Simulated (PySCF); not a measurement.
A structure optimised at PBE0-D3(BJ)/def2-SVP, used in a PySCF frequency run:

```xyz
12

Si     0.4308     0.9026     0.6462
Br     1.4399    -0.6506    -0.5999
O     -1.1908     0.9137     0.3549
C     -2.0702    -0.1733     0.5655
C     -3.4789     0.2534     0.2341
H      0.7297     0.5590     2.0651
H      0.9485     2.2344     0.2564
H     -2.0071    -0.5127     1.6172
H     -1.7648    -1.0259    -0.0683
H     -3.5446     0.5780    -0.8147
H     -3.7897     1.0933     0.8729
H     -4.1805    -0.5803     0.3865
```
Charge 0, spin multiplicity 1.

**Question.** Write its SMILES and formula.

**Answer.** CCO[SiH2]Br, C2H7BrOSi

**Question.** What are its rotational constants (standard atomic weights)?

**Answer.** 5.5827, 1.0234, 0.89964 GHz
